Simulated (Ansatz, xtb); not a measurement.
# C8H4Se: which of two isomers lies lower

Structure I is `C#Cc1c[se]c(C#C)c1`, a singlet and structure II is `C#Cc1cc[se]c1C#C`, a singlet. Both are isolated molecules in the gas phase, relaxed with PBE-D3(BJ)/def2-SVP.

Task: Estimate E(II) − E(I) at the level CCSD(T)/def2-SVP + ΔMP2/def2-TZVPP.

Result: CCSD(T)/def2-SVP + ΔMP2/def2-TZVPP gives E(II) − E(I) = −0.20 kcal/mol, slightly favouring structure II, which is too small a margin to settle the true order.

The same difference at several levels:

```
                             level             geometry  E(II) − E(I) (kcal/mol)  departure from the last row (kcal/mol)  job, with rough time for the two
                          GFN2-xTB             GFN2-xTB                     −0.17                                   +0.03              optimisation, 0.39 s
                         HF/STO-3G             GFN2-xTB                     −0.08                                   +0.11               single point, 1.4 s
                r2SCAN-D4/def2-SVP             GFN2-xTB                     −0.52                                   −0.32               single point, 9.6 s
               PBE-D3(BJ)/def2-SVP  PBE-D3(BJ)/def2-SVP                     −0.47                                   −0.27                optimisation, 44 s
                       HF/def2-SVP  PBE-D3(BJ)/def2-SVP                     +0.77                                   +0.97           part of the CCSD(T) run
                      MP2/def2-SVP  PBE-D3(BJ)/def2-SVP                     −0.63                                   −0.43           part of the CCSD(T) run
                  CCSD(T)/def2-SVP  PBE-D3(BJ)/def2-SVP                     +0.12                                   +0.32                      single point
CCSD(T)/def2-SVP + ΔMP2/def2-TZVPP  PBE-D3(BJ)/def2-SVP                     −0.20                                                     single point, 6.4 min
```

As drawn, both hold the same kinds of bond in the same numbers.

The largest departure from CCSD(T)/def2-SVP + ΔMP2/def2-TZVPP is that of HF/def2-SVP, 0.97 kcal/mol. The last row adds to CCSD(T) the change of the MP2 difference between the two basis sets, here −0.32 kcal/mol.

With thermal terms from frequencies at re-optimised GFN2-xTB minima (ideal gas, soft modes damped towards free rotors, one conformer each, 298.15 K, 1 atm): on the last row, ΔE + ΔZPE = −0.21, ΔH = −0.19, ΔG = −0.21 kcal/mol.

The correlated steps freeze 17 core orbitals; the filled d shell of Se is correlated, in a basis made for valence electrons. Codes used: Ansatz 0.2.0, xtb 6.7.1; the last row on 2 threads of AMD EPYC 7R43 64-Core Processor (Zen 3) on a shared host.
